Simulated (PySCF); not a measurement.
# Hartree-Fock beside MP2: BH2OSi cation

These are calculations, not measurements. They come from PySCF 2.14.0, an open-source quantum chemistry program, on an isolated molecule that a program drew, which may never have been made. The molecule is BH2OSi cation (charge +1, singlet), drawn as the SMILES string `O=B[SiH2+]`.

The geometry was optimised and harmonic frequencies were computed with HF and MP2, all in the cc-pV(D+d)Z basis, for the commonest isotopes, with a restricted reference for singlets and an unrestricted one otherwise, and a frozen core in MP2. Each result is a local minimum of its method.

Geometry at the HF minimum:
```xyz
5
BH2OSi cation, angstrom
O    -2.4378    1.5040   -1.7250
B    -1.3639    1.1581   -1.4076
Si    0.4661    0.5679   -0.8666
H     1.3656    1.5085   -0.2031
H     0.8963   -0.8017   -1.1371
```

Lengths of the bonds as drawn, in Å (atoms numbered as above):
| bond | HF | MP2 |
|---|---|---|
| O1-B2 | 1.172 | 1.217 |
| B2-Si3 | 1.997 | 1.973 |
| Si3-H4 | 1.461 | 1.468 |
| Si3-H5 | 1.461 | 1.468 |

Rotational constants, in GHz:
| constant | HF | MP2 |
|---|---|---|
| A | 156 | 155.9 |
| B | 4.332 | 4.294 |
| C | 4.215 | 4.179 |

Harmonic frequencies in cm^-1, each column in rising order, so a row needn't be the same motion in every method:
```
rank,HF,MP2
1,248,223
2,256,224
3,550,547
4,639,610
5,753,724
6,1003,960
7,2232,?
8,2423,2361
9,2469,2410
```

**Estimate the missing MP2 frequency from the HF column.**

A single factor s that minimises the squared misfit of MP2 against s times HF over the other rows is sum(HF x MP2) / sum(HF^2) = 0.9725, with an rms misfit of 14 cm^-1. For rank 7 it gives 0.9725 x 2232 = 2171 cm^-1. The calculation gives 1908 cm^-1, 263 cm^-1 below the estimate. The drawn bonds are on average 0.9 % longer in MP2 than in HF.
